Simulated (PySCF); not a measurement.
# HgB⁺: energy against distance

Set-up: basis Hg def2-SVPD with ECP60, B def2-SVPD; scalar-relativistic core potentials; PySCF 2.14. Energies in eV from Hg + B⁺ in their ground configurations at the same level. State: ¹Σ⁺ (singlet), closed shell.

All columns are PBE0. A positive dipole points towards B; it is taken about the centre of mass and depends on that origin.

```csv
R (Å),E (eV),μ (D),Mulliken charge on Hg (basis-dependent),HOMO (eV),LUMO (eV),Mayer bond order,⟨S²⟩
2.039,-1.390,2.08,0.53,-13.78,-9.58,1.20,0.00
2.134,-1.578,2.52,0.51,-13.82,-9.53,1.11,0.00
2.229,-1.679,2.97,0.50,-13.85,-9.49,1.03,0.00
2.300,-1.715,3.31,0.49,-13.85,-9.48,0.98,0.00
2.371,-1.725,3.66,0.49,-13.84,-9.47,0.94,0.00
2.442,-1.716,4.02,0.48,-13.82,-9.46,0.90,0.00
2.537,-1.680,4.51,0.48,-13.78,-9.47,0.86,0.00
2.655,-1.610,5.12,0.47,-13.69,-9.50,0.82,0.00
2.798,-1.504,5.86,0.46,-13.56,-9.55,0.78,0.00
2.987,-1.347,6.87,0.44,-13.34,-9.64,0.73,0.00
```

A fit through these points gives, at Re = 2.368 Å, μ = 3.65 D and dμ/dR = 4.99 D/Å; the reduced mass is 10.44 u.

Task: How strong is the fundamental in the double-harmonic approximation, I = 42.26·(dμ/dR)²/μred km/mol?

Result: I = 42.26·(4.99)²/10.44 = 101 km/mol at PBE0.

Spin–orbit coupling is left out. For an ion De counts to the pair picked by the measured ionisation energies or electron affinities, which need not be the lowest pair at this level.
